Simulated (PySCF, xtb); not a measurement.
FGe, SMILES [Ge][F] (connectivity only; charge and spin as stated), neutral, multiplicity 2.

Harmonic wavenumbers (cm⁻¹) from xtb with GFN2-xTB at its own minimum, in rising order: 448.

### Question
What does PBE-D3(BJ)/def2-TZVPD (PySCF) give at its own minimum? (The exact figures need the calculation; the answer reports its results.)

### Answer
626. Paired by order, the mean absolute difference is 178 cm⁻¹ and the zero-point energies are 0.6 and 0.9 kcal/mol.
